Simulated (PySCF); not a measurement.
## Orbital picture of PPb⁺

UHF at R = 2.616 Å; basis P cc-pV(D+d)Z, Pb cc-pVDZ-PP with ECP60; scalar-relativistic core potentials; PySCF 2.14. State: ³Σ⁻ (triplet), unpaired electrons π ↑↑. Only the outer orbitals are listed, counted within each symmetry, core potentials removing the inner ones.

| spin | orbital | occ. | ε (eV) | on P (%) | main shells (%) |
| --- | --- | --- | --- | --- | --- |
| α | 7σ | 1 | -27.64 | 84 | 82 P s, 12 Pb s |
| α | 8σ | 1 | -21.84 | 21 | 79 Pb s, 15 P s |
| α | 4π | 1 | -15.32 | 92 | 91 P p |
| α | 4π | 1 | -15.32 | 92 | 91 P p |
| α | 9σ | 1 | -14.29 | 59 | 56 P p, 33 Pb p |
| α | 5π | 0 | -5.70 | 7 | 93 Pb p |
| α | 5π | 0 | -5.70 | 7 | 93 Pb p |
| α | 10σ | 0 | -2.66 | 23 | 76 Pb p, 27 P p |
| β | 7σ | 1 | -24.07 | 42 | 54 Pb s, 38 P s |
| β | 8σ | 1 | -20.41 | 56 | 53 P s, 40 Pb s |
| β | 9σ | 1 | -13.62 | 53 | 49 P p, 43 Pb p |
| β | 4π | 0 | -6.13 | 11 | 88 Pb p, 11 P p |
| β | 4π | 0 | -6.13 | 11 | 88 Pb p, 11 P p |
| β | 5π | 0 | -2.92 | 86 | 86 P p, 12 Pb p |

Q: Which are the highest filled and the lowest empty level, where do they sit, and how wide is the gap?

A: Highest filled β 9σ at -13.62 eV (in %: 49 P p, 43 Pb p); lowest empty β 4π at -6.13 eV (in %: 88 Pb p, 11 P p); the gap at UHF is 7.49 eV.

```
bond order (Mayer)                                                                                                 : 1.23
⟨S²⟩                                                                                                               : 2.024
charge on P (Mulliken, basis-dependent)                                                                            : 0.01
charge on P (Löwdin, basis-dependent)                                                                              : 0.03
dipole moment (positive dipole points towards Pb; it is taken about the centre of mass and depends on that origin) : 0.71 D
polarisability along the bond                                                                                      : 90.6 bohr³
polarisability across the bond                                                                                     : 33.8 bohr³
```

Spin–orbit coupling is left out, which matters for elements this heavy, above all for dissociation energies. The state was picked by a PBE0 search and need not be the measured ground state.
